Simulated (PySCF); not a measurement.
Precursor series Mo F-NH2. Isolated molecules, 0 K electronic values unless said otherwise. One relaxed conformer stands for each flexible species; it need not be the lowest.

Method: TPSSh-D3(BJ)/def2-TZVP // BP86-D3(BJ)/def2-SVP in PySCF. 

```tsv
species	HOMO (eV)	LUMO (eV)	charge on the central atom (Mulliken) (e)	mean distance from the central atom to its bonded neighbours (Å)
0 of 6 F replaced by NH2 ([Mo(F)6])	-11.66	-6.25	2.04	1.843
1 of 6 F replaced by NH2	…	-5.49	1.83	…
2 of 6 F replaced by NH2 ([Mo(F)4(NH2)2])	…	…	1.71	1.902
4 of 6 F replaced by NH2	-6.19	-3.17	1.55	1.955
```

Problem. What belongs in the gaps?

Solution. 
- 1 of 6 F replaced by NH2, HOMO (eV): -8.70
- 1 of 6 F replaced by NH2, mean distance from the central atom to its bonded neighbours (Å): 1.874
- 2 of 6 F replaced by NH2 ([Mo(F)4(NH2)2]), HOMO (eV): -8.05
- 2 of 6 F replaced by NH2 ([Mo(F)4(NH2)2]), LUMO (eV): -4.59
